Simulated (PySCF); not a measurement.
**HCoO + Cl₂ → CoOCl + HCl**

Level: PBE0 in the def2-TZVP basis family, all electrons, no relativity, computed in PySCF with density fitting; open shells unrestricted.

```json
{"species": "HCoO", "state and structure": "quintet, Cs, Co–H 1.595 Å, Co–O 1.628 Å; H–Co–O 156.7°", "E (Eh)": "-1458.23761", "ZPE (kJ/mol)": "17.0", "H(298 K) − H(0) (kJ/mol)": "11.5", "S° (J/(mol K))": "259.9"}
{"species": "Cl₂", "state and structure": "singlet, D∞h, Cl–Cl 1.982 Å", "E (Eh)": "-920.08940", "ZPE (kJ/mol)": "3.5", "H(298 K) − H(0) (kJ/mol)": "9.1", "S° (J/(mol K))": "222.5"}
{"species": "CoOCl", "state and structure": "quintet, C∞v, Co–Cl 2.123 Å, Co–O 1.620 Å; Cl–Co–O 180.0°", "E (Eh)": "-1917.79325", "ZPE (kJ/mol)": "8.9", "H(298 K) − H(0) (kJ/mol)": "13.5", "S° (J/(mol K))": "286.9"}
{"species": "HCl", "state and structure": "singlet, C∞v, H–Cl 1.279 Å", "E (Eh)": "-460.66440", "ZPE (kJ/mol)": "17.9", "H(298 K) − H(0) (kJ/mol)": "8.7", "S° (J/(mol K))": "186.6"}
```

**Question.** What is the electronic reaction energy?

**Answer.** At PBE0/def2-TZVP, ΔE = -343.0 kJ/mol from the differences of the total energies times 2625.5, downhill. 

**Question.** Add zero-point, thermal and entropy terms for 298.15 K and 1 bar.

**Answer.** ΔZPE = 6.3 and Δ[H(298) − H(0)] = 1.6 kJ/mol give ΔH° = -335.1 kJ/mol. ΔS° = -8.9 J/(mol K), so ΔG° = -335.1 − 298.15 × (-0.0089) = -332 kJ/mol.

Open d or f shells are single determinants, so the state found may not be the ground state. Each species is the lowest minimum found with this bonding; other isomers or fragments can lie lower.
